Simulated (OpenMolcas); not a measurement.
## Computed levels of neutral phosphorus

| Item | Value |
| --- | --- |
| Program | OpenMolcas |
| Method | CASSCF |
| Basis | ANO-RCC-VQZP [6s5p3d2f1g] |
| Scalar Hamiltonian | DKH2, point nucleus |
| Active space | 5 electrons in 8 orbitals (3s 3p 4s 4p) |
| State averaging | 2S+1 = 4 odd, 1 root; 2S+1 = 2 odd, 8 roots; 2S+1 = 4 even, 3 roots; 2S+1 = 2 even, 9 roots |
| Spin-orbit coupling | RASSI with atomic mean-field integrals over the reference wave functions, term energies averaged over their components |

Spin-free terms above the lowest, with the occupations of the reference (each correlating shell added to its valence partner):

```csv
Configuration,Term,E (cm-1),Occupations
3s2 3p3,4S*,0.0,3s 1.99 3p 3.01
3s2 3p3,2D*,14664,3s 1.99 3p 3.01
3s2 3p3,2P*,19544,3s 1.95 3p 3.06
```

With spin-orbit coupling, above the lowest level:

| Configuration | Term | J | E (cm-1) | Measured (cm-1) | g | Term weight % |
| --- | --- | --- | --- | --- | --- | --- |
| 3s2 3p3 | 4S* | 3/2 | 0.0 | 0.0 | 2.002 | 100 |
| 3s2 3p3 | 2D* | 3/2 | 14649 | 11361 | 0.801 | 100 |
| 3s2 3p3 | 2D* | 5/2 | 14670 | 11377 | 1.200 | 100 |
| 3s2 3p3 | 2P* | 1/2 | 19548 | 18723 | 0.666 | 100 |
| 3s2 3p3 | 2P* | 3/2 | 19560 | 18748 | 1.333 | 100 |

Against the 4 measured excited levels shown (NIST Handbook of Basic Atomic Spectroscopic Data) the mean absolute deviation is 2100 cm-1; the largest miss in energy is 3s2 3p3 2D* 5/2: computed 14670, measured 11377 cm-1 (+28.9 %).

Spin-orbit coupling puts the lowest level 2.4 cm-1 below the lowest spin-free term.

Without dynamic correlation excited terms often stand tens of per cent too high (terms of higher spin than the ground term too low), and those without a measured partner can miss by more than the paired ones. The run also gave levels led by 3s2 3p2 4s, which use shells meant for correlation; these and all levels above them are left out. No level of 3s 3p4 was computed, though it lies in the active space. Measured partners are found by configuration, term and J. A level has none where our copy of the source lacks it or the pairing is in doubt (some pairs that miss far off the trend of their configuration count as doubtful), and it then counts in no deviation. Levels of configurations outside the active space are missing. The first state left out of the spin-orbit step lies near 94000 cm-1 above the lowest spin-free state of the reference (among the parities and spins computed), and the list stops at four fifths of that energy or lower.

The term weight is that of the spin-free term in the level, not the purity of its configuration. * marks odd parity.
